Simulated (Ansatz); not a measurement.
```yaml
crystal:
  periodic: [false, false, false]
  atoms:
    - {symbol: Cr, position_ang: [-0.063874, 0.000254, -0.044670]}
    - {symbol: S, position_ang: [-0.039485, -0.018069, 1.937375]}
    - {symbol: S, position_ang: [1.806674, 0.010919, -0.700695]}
    - {symbol: F, position_ang: [-0.855052, 1.394663, -0.583101]}
    - {symbol: F, position_ang: [-0.848263, -1.387768, -0.608919]}
basis:
  gaussian: {orbitals: pcseg-2, final_grid: {core_spheres: 5, valence_spheres: 4, degree: 11}}
total_charge: -1
magnetization: {spin_polarized: true, initial_magnetization: 1}
hamiltonian: {xc: {name: wPBEh}}
scf: {omitted_lower_state_checks: [starts]}
output: {forces: true}
```

```sh
$ ansatz run in.yaml --threads 4 --pin off --events-out ev --progress --plain --max-ram 3916MiB
```

Shortened log:

```
Functional definition: wPBEh
1412 factors; their error is unknown
76 factors; integrals over basis functions are off by at most 3.2e-7 eV
mean field evaluation 1: about -55510.3231 eV, gradient 4.8e1 eV
mean field evaluation 2: about -55113.1168 eV, gradient 3.3e2 eV
mean field evaluation 4: about -55511.9826 eV, gradient 4.9e1 eV
mean field evaluation 8: about -55518.6276 eV, gradient 8.3e-1 eV
mean field evaluation 16: about -55518.7016 eV, gradient 3.9e-2 eV
mean field evaluation 32: about -55518.9790 eV, gradient 3.3e-5 eV
mean field -55518.97897938 eV, -2040.2848453766 hartree, gradient 1.2e-5 eV, S^2 0.942662; 0 other end points of the search recorded, 0 dependent functions left out
reference -55518.97902642 eV, -2040.2848471053 hartree; 38, 37 occupied and 146, 147 virtual orbitals, 1412 factors
Total energy: -55518.97902642 eV, -2040.2848471053 hartree
Atom 0 at    -0.063874     0.000254    -0.044670 Å, force     1.162002    -0.004617     0.812690 eV/Å
Atom 1 at    -0.039485    -0.018069     1.937375 Å, force    -0.206922    -0.016891     1.763147 eV/Å
Atom 2 at     1.806674     0.010919    -0.700695 Å, force     1.585590     0.011241    -0.798149 eV/Å
Atom 3 at    -0.855052     1.394663    -0.583101 Å, force    -1.275166     1.976191    -0.870561 eV/Å
Atom 4 at    -0.848263    -1.387768    -0.608919 Å, force    -1.265504    -1.965925    -0.907126 eV/Å
Dipole moment:    -0.113421     0.000457    -0.079369 e Å
Checks for a lower state left out: starts
```

Hardware: 4 threads of Arm Neoverse V1 on a shared host. Wall time 13 s, peak host memory 1.1 GiB.

The highest occupied level of an anion often lies above zero with these methods, and sets without diffuse functions describe the outer electron poorly. The charge -1 doublet is spin-contaminated (final ⟨S²⟩ up to 0.94, 0.75 for a pure state).

The dipole of an ion depends on the origin.
